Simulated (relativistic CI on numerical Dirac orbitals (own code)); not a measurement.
**Calculated levels, Tm LXVII**

These numbers are calculated, not measured: Dirac-Coulomb-Breit CI, separate exchange-only KLI orbitals for each configuration, QED by a radiative potential, unscaled Slater integrals (own radial code, finite nucleus).

CI space (outside the closed core 1s2): 2s, 2p, 3s, 3p, 3d, 4s, 4p, 4d, 4f, 5s, 5p, 5d, 5f, 5g. Levels of other configurations are missing.

The lowest level is 2s 2S_1/2, with 100 % of that term; Hund's rules for 2s give 2S with J = 1/2, in agreement.

| No. | Configuration | Term | J | E (eV) | % | Lifetime (s) | jj configuration (%) |
| --- | --- | --- | --- | --- | --- | --- | --- |
| 1 | 2s | 2S | 1/2 | 0.0 | 100 |  | 2s (100) |
| 2 | 2p | 2P° | 1/2 | 173.0 | 100 | 1.14e-10 | 2p1/2 (100) |
| 3 | 2p | 2P° | 3/2 | 1269.7 | 100 | 2.54e-13 | 2p3/2 (100) |
| 4 | 3s | 2S | 1/2 | 9501.1 | 100 | 4.56e-15 | 3s (100) |
| 5 | 3p | 2P° | 1/2 | 9548.0 | 100 | 1.84e-15 | 3p1/2 (100) |
| 6 | 3p | 2P° | 3/2 | 9874.8 | 100 | 2.47e-15 | 3p3/2 (100) |
| 7 | 3d | 2D | 3/2 | 9886.7 | 100 | 7.00e-16 | 3d3/2 (100) |
| 8 | 3d | 2D | 5/2 | 9980.9 | 100 | 7.68e-16 | 3d5/2 (100) |
| 9 | 4s | 2S | 1/2 | 12760.9 | 100 | 6.78e-15 | 4s (100) |
| 10 | 4p | 2P° | 1/2 | 12779.9 | 100 | 3.17e-15 | 4p1/2 (100) |
| 11 | 4p | 2P° | 3/2 | 12916.9 | 100 | 4.05e-15 | 4p3/2 (100) |
| 12 | 4d | 2D | 3/2 | 12922.0 | 100 | 1.61e-15 | 4d3/2 (100) |
| 13 | 4d | 2D | 5/2 | 12961.9 | 100 | 1.78e-15 | 4d5/2 (100) |
| 14 | 4f | 2F° | 5/2 | 12962.1 | 100 | 3.43e-15 | 4f5/2 (100) |
| 15 | 4f | 2F° | 7/2 | 12981.6 | 100 | 3.53e-15 | 4f7/2 (100) |
| 16 | 5s | 2S | 1/2 | 14245.9 | 100 | 1.08e-14 | 5s (100) |
| 17 | 5p | 2P° | 1/2 | 14255.5 | 100 | 5.42e-15 | 5p1/2 (100) |
| 18 | 5p | 2P° | 3/2 | 14325.2 | 100 | 6.75e-15 | 5p3/2 (100) |
| 19 | 5d | 2D | 3/2 | 14327.8 | 100 | 3.07e-15 | 5d3/2 (100) |
| 20 | 5d | 2D | 5/2 | 14348.3 | 100 | 3.41e-15 | 5d5/2 (100) |
| 21 | 5f | 2F° | 5/2 | 14348.4 | 100 | 6.57e-15 | 5f5/2 (100) |
| 22 | 5g | 2G | 7/2 | 14358.3 | 100 | 1.14e-14 | 5g7/2 (100) |
| 23 | 5f | 2F° | 7/2 | 14358.3 | 100 | 6.78e-15 | 5f7/2 (100) |
| 24 | 5g | 2G | 9/2 | 14364.2 | 100 | 1.15e-14 | 5g9/2 (100) |

Energies count from the lowest computed level; ° marks odd parity; lifetimes are radiative, by E1, M1, E2, M2 decay to levels of this space only. Filled j subshells are mostly left out of the jj labels.

The mean weight of the leading LS term, summed over parents, in these 24 levels is 100 %, and that of the leading jj configuration (from the same eigenvectors) 100 %.

At this charge energies of transitions that change n are usually good to better than 1 %, and those within a shell (Δn = 0) to a few per cent.
